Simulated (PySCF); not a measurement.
# What a mistake does to a calculation on Al2ClHN cation

These are calculations, not measurements. The program is PySCF 2.14.0, an open-source quantum chemistry code, run on an isolated molecule that a program drew, which may never have been made. The molecule is Al2ClHN cation (charge +1, singlet), drawn as the SMILES string `[AlH]=[N][Al+][Cl]`.

Each row is a Hartree-Fock (HF) and frozen-core CCSD(T) single point in the cc-pV(D+d)Z basis, meant for a local HF minimum. Run 1 is clean. Each other run has one planted mistake out of seven kinds, and not every kind appears here: one electron removed, one electron added, multiplicity raised by two, geometry at a saddle point, minimal basis STO-3G, one bond length entered in bohr, all coordinates scaled. The reference is restricted for singlets and unrestricted otherwise, and also for a bond in bohr. Adding or removing an electron swaps singlet and doublet. Electrons count all cores. HOMO and LUMO are orbital energies over both spins, the gradient is its largest component, and the lowest frequency (negative if imaginary) is given only where the gradient is small. Bond lengths are over the 4 bonds as drawn. T1 is the CCSD diagnostic: over 0.02 (restricted) or 0.045 (unrestricted) a single reference is doubtful.

Geometry of the clean run:
```xyz
5
Al2ClHN cation, angstrom
Al    1.4984    0.3875    2.5713
N     1.1129    0.3248    0.9568
Al    0.7305    0.2615   -0.6525
Cl    0.2626    0.1861   -2.6231
H     1.8564    0.4466    4.0688
```

```
run  electrons  basis functions  <S^2>  HOMO (eV)  LUMO (eV)  gradient (hartree/bohr)  lowest frequency (cm^-1)  mean bond (Å)  longest bond (Å)      T1  HF (hartree)  CCSD(T) (hartree)                     mistake
  1         50               88  0.000     -15.52      -3.60                  3.8e-05                        76         1.7210             2.027  0.0171    -998.22019         -998.65256                    no fault
  2         50               88  0.000     -15.02      -4.04                  3.6e-02                         -         1.8088             2.130  0.0193    -998.20446         -998.64535      all coordinates scaled
  3         50               88  2.010     -10.22      -6.07                  8.6e-02                         -         1.7210             2.027  0.0272    -998.09550         -998.49902  multiplicity raised by two
  4         50               88  1.012     -14.82      -4.98                  1.1e-02                         -         2.1718             3.830  0.0190    -998.10034         -998.50083                           ?
  5         51               88  0.772      -4.74       1.20                  5.2e-02                         -         1.7210             2.027  0.0297    -998.37120         -998.83095                           ?
```

**Which mistake was planted in run 4, and what did it cost?**

The mean bond changes by a factor of 1.262 and the longest by 1.889, so the molecule wasn't scaled as a whole. A length L in bohr read as angstrom grows by (1/0.5292 - 1) L = 0.890 L. The 4 bonds together grew by 4 x 0.4508 = 1.803 Å, which gives L = 2.027 Å. That is bond Al3-Cl4, 2.027 Å in the clean geometry. So the mistake is: one bond length entered in bohr. Subtracting run 1 and multiplying by 627.51 kcal/mol a hartree, the energy moved by 75.2 kcal/mol in HF and 95.2 kcal/mol in CCSD(T).

**Which mistake was planted in run 5, and what did it cost?**

It counts 51 electrons, one more than the clean run, at the same geometry and basis. So the mistake is: one electron added. Subtracting run 1 and multiplying by 627.51 kcal/mol a hartree, the energy moved by -94.8 kcal/mol in HF and -111.9 kcal/mol in CCSD(T).

